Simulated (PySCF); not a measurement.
**Working out the ionisation energy of K⁷⁺**

K⁷⁺ [Ne] 3s2 (1S) → K⁸⁺ [Ne] 3s1 (2S). Calculation: PySCF 2.14, in an even-tempered Gaussian basis (19 s from 0.32 bohr⁻², ratio 2.5; 12 p from 0.42 bohr⁻², ratio 2.5; 5 d from 1.9 bohr⁻², ratio 2.7; 5 f from 2.9 bohr⁻², ratio 2.7); the spin-free X2C one-electron Hamiltonian (Gaussian nucleus). Frozen: 1s2; the 22 highest virtual orbitals dropped. Energies in hartree (1 hartree = 27.21139 eV):

| part | K⁷⁺ (lower) | K⁸⁺ (upper) |
| --- | --- | --- |
| UHF | -585.472367 | -579.860457 |
| MP2 opposite-spin | -0.280404 | -0.223802 |
| MP2 same-spin | -0.088624 | -0.080941 |

Question: What does Hartree-Fock give?

Answer: (-579.860457) − (-585.472367) = 5.611910 hartree = 152.708 eV.

Question: What do MP2 and SCS-MP2 (6/5 opposite-spin, 1/3 same-spin) give?

Answer: The opposite-spin parts differ by 1.540 eV and the same-spin parts by 0.209 eV. MP2: 152.708 + (1.540) + (0.209) = 154.457 eV. SCS-MP2: 152.708 + 1.2 × (1.540) + (0.209)/3 = 154.626 eV.

A first-order spin-orbit estimate adds 0.000 eV to MP2 (outer shells), giving 154.457 eV against 154.87 ± 0.05 eV (semi-empirical (NIST evaluation); NIST Atomic Spectra Database, ionization energies).

What remains against the reference includes basis incompleteness, the frozen core and correlation beyond second order.
